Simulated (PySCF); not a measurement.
Ligand exchange on a metal centre used in film growth or etching (Hf Cl-F). All species are isolated molecules in the gas phase.

All values below come from B3LYP-D3(BJ)/def2-TZVP // r2SCAN-D4/def2-SVP run with PySCF 2.14.0. B3LYP has the VWN-RPA correlation part, as in Gaussian. 

| species | mean distance from the central atom to its bonded neighbours (Å) | HOMO–LUMO gap (eV) | coordination number |
|---|---|---|---|
| 0 of 4 Cl replaced by F ([Hf(Cl)4]) | 2.333 | 7.00 | 4 |
| 1 of 4 Cl replaced by F | 2.227 | 7.21 | 4 |
| 2 of 4 Cl replaced by F ([Hf(Cl)2(F)2]) | 2.121 | 7.58 | 4 |
| 3 of 4 Cl replaced by F ([Hf(Cl)(F)3]) | 2.014 | 8.25 | 4 |
| 4 of 4 Cl replaced by F | 1.908 | 10.54 | 4 |
